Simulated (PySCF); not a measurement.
Spinor energies of Ir⁷⁶⁺ (iridium, charge +76)

Start: 1s1; 1s1/2 filled at m_j = +1/2. Calculated with PySCF 2.14 in an even-tempered Gaussian basis (15 s from 270 bohr⁻², ratio 2.4; 11 p from 350 bohr⁻², ratio 2.4; 3 d from 1100 bohr⁻², ratio 2.6; 3 f from 1600 bohr⁻², ratio 2.6): generalised Hartree-Fock with the X2C-1e Hamiltonian and a Gaussian nucleus; one run each with spin-orbit coupling (SO) switched off, then screened by Boettger's factors, then bare.

```
spinor shell  electrons  ε, spin-free (eV)  ε, screened SO (eV)  ε, bare SO (eV)  weight of nominal j (screened SO)  rms radius, screened SO (bohr)
       1s1/2          1           -88256.9             -88256.9         -88256.9                              1.000                          0.0194
```

| quantity | spin-free | screened SO | bare SO |
| --- | --- | --- | --- |
| E (hartree) | -3243.38202 | -3243.38202 | -3243.38202 |
| M_J | 1/2 | 1/2 | 1/2 |
| ⟨J²⟩ | 0.750 | 0.750 | 0.750 |
| ⟨L²⟩ | 0.000 | 0.000 | 0.000 |
| ⟨S²⟩ | 0.750 | 0.750 | 0.750 |

Breit and QED terms are absent; they matter most for the inner s and p1/2 levels.

Densities and radii are taken from the X2C orbitals without a picture-change correction, which distorts them close to the nucleus.

Without spin-orbit coupling the j labels of p, d and f shells carry no meaning; the spin-free column gives the mean over the occupied spinors of each nl shell.
